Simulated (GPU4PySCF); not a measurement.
C24H12N6, SMILES c1ccc2nc3c(nc2c1)c1nc2ccccc2nc1c1nc2ccccc2nc31.

Geometry: PBE-D3(BJ)/def2-SVP.

These are PBE-D3(BJ)/def2-SVP in GPU4PySCF values and carry that method's errors.

No scaling factor is applied to the harmonic values.

Modes within 1.5 cm⁻¹ of each other (mostly degenerate sets) share a row, with their intensities summed.

```
mode     ν (cm⁻¹)  IR (km/mol)  moving atoms (share of kinetic energy)
-------  --------  -----------  --------------------------------------
1–2            37          0.0                  C 64 %, N 23 %, H 13 %
3              46          2.1                   C 77 %, N 14 %, H 8 %
4              58          0.0                  C 69 %, H 15 %, N 15 %
5–6           105          0.9                          C 83 %, H 10 %
7–8           113          0.0                   C 60 %, N 31 %, H 9 %
9–10          213          0.0                   C 51 %, N 40 %, H 9 %
11            221          3.3                           C 90 %, H 9 %
12            271          0.0                          C 83 %, N 11 %
13            282          0.0                  C 65 %, N 24 %, H 12 %
14            285          0.0                   N 60 %, C 31 %, H 9 %
15–16         291          2.0                          C 71 %, N 22 %
17–18         345          0.0                  C 56 %, N 32 %, H 12 %
19            415         18.4                  C 48 %, N 40 %, H 11 %
20–21         474          0.0                  C 76 %, H 14 %, N 10 %
22–23         478          1.9                          C 70 %, N 24 %
24–25         485          0.0                  C 57 %, N 23 %, H 20 %
26            490          0.3                  C 57 %, N 22 %, H 21 %
27            525          0.0                          C 80 %, N 15 %
28–29         538          8.6                          C 74 %, N 23 %
30            559          0.0                  C 67 %, H 22 %, N 11 %
31–32         567          0.0                  C 72 %, H 16 %, N 12 %
33            598          0.0                          C 77 %, N 18 %
34–35         600         20.8                          C 61 %, N 35 %
36–37         623          3.1                          C 55 %, N 41 %
38            662          0.0                          C 63 %, N 33 %
39            687          0.0                          N 73 %, C 26 %
40–41         747          0.0                          C 65 %, H 33 %
42            762        155.6                          H 75 %, C 24 %
43–44         768          0.0                          H 56 %, C 44 %
45–46         773          9.9                  C 57 %, N 33 %, H 10 %
47            787          0.0                          C 66 %, H 33 %
48            803          0.0                  C 61 %, N 28 %, H 11 %
49–50         826          0.0                   C 53 %, H 38 %, N 9 %
51            839          0.0                          C 73 %, N 22 %
52            858          0.0                          C 75 %, H 20 %
53–54         886          0.3                          C 71 %, N 22 %
55–57         897          0.0                          C 62 %, H 30 %
58            949          0.0                          C 72 %, N 23 %
59–61         964          2.1                          H 72 %, C 28 %
62–64         993          0.0                          H 72 %, C 28 %
65–67        1005         15.6                          C 51 %, H 49 %
68–69        1080        111.6                  C 64 %, H 25 %, N 11 %
70           1105          0.0                          H 78 %, C 19 %
71–72        1108         94.3                          H 73 %, C 22 %
73           1123          0.0                                  H 90 %
74–75        1129         10.0                          H 75 %, C 17 %
76–77        1216         21.2                          C 50 %, H 46 %
78           1222          0.0                          H 50 %, C 43 %
79–80        1243          4.0                          C 68 %, N 26 %
81           1291          0.0                  C 54 %, N 29 %, H 17 %
82–83        1309         11.2                  C 54 %, N 26 %, H 20 %
84           1322          0.0                  C 59 %, H 24 %, N 17 %
85           1341          0.0                  C 72 %, H 14 %, N 14 %
86–87        1349          0.3                  C 62 %, H 21 %, N 17 %
88           1357          0.0                                  C 95 %
89–90        1365         50.2                   C 70 %, H 20 %, N 9 %
91           1414          0.0                          C 89 %, N 10 %
92–93        1425          9.7                          C 85 %, N 11 %
94           1458          0.0                          C 79 %, H 19 %
95           1480          0.0                          C 77 %, H 17 %
96–97        1482         12.2                          C 82 %, H 15 %
98–99        1499        110.1                          C 83 %, H 11 %
100–101      1542          2.5                          C 58 %, N 41 %
102          1556          0.0                                  C 89 %
103–104      1564          6.9                                  C 89 %
105          1579          0.0                          C 56 %, N 44 %
106          1624          0.0                                  C 92 %
107–108      1629          5.3                                  C 93 %
109–111      3117          3.0                                  H 92 %
112–114      3128         12.7                           H 92 %, C 8 %
115–117      3140         11.7                           H 91 %, C 9 %
118–120      3144         44.9                           H 91 %, C 9 %
```
